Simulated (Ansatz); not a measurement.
Start from `O/C=C/[SiH3]` and change one atom or group to get `FC/C=C/[SiH3]`.

Ansatz, PBE0-D4/def2-TZVP geometries, multiplicity 1. Each molecule was computed in one conformer, which needn't be the lowest.

```tsv
property	`O/C=C/[SiH3]`
size of the dipole moment (B3LYP/def2-TZVPP) / D	1.38
HOMO–LUMO gap (ωB97M-V/def2-TZVPP) / eV	11.55
LUMO energy (ωB97M-V/def2-TZVPP) / eV	2.27
LUMO energy (B3LYP/def2-TZVPP) / eV	-0.08
HOMO energy (ωB97M-V/def2-TZVPP) / eV	-9.28
HOMO–LUMO gap (PBE0/def2-TZVPP) / eV	7.23
```

(1) What does the change do to each property? (Estimate.)

Answers

(1) Computed: 
| property | `FC/C=C/[SiH3]` | shift |
| --- | --- | --- |
| size of the dipole moment (B3LYP/def2-TZVPP) / D | 1.65 | 0.27 |
| HOMO–LUMO gap (ωB97M-V/def2-TZVPP) / eV | 11.69 | 0.14 |
| LUMO energy (ωB97M-V/def2-TZVPP) / eV | 1.68 | -0.59 |
| LUMO energy (B3LYP/def2-TZVPP) / eV | -0.63 | -0.55 |
| HOMO energy (ωB97M-V/def2-TZVPP) / eV | -10.01 | -0.73 |
| HOMO–LUMO gap (PBE0/def2-TZVPP) / eV | 7.38 | 0.15 |

With PBE0 the HOMO falls by 0.72 eV and the LUMO falls by 0.57 eV, so the gap widens by about 0.15 eV. PBE moves the HOMO by -0.76 eV and ωB97M-V by -0.73 eV. The zero-point energy changes by 41.5 kJ/mol with +6 modes. Dipoles are sizes alone; their direction can turn.

B3LYP here is the variant with VWN-RPA as its local correlation; programs differ in this.
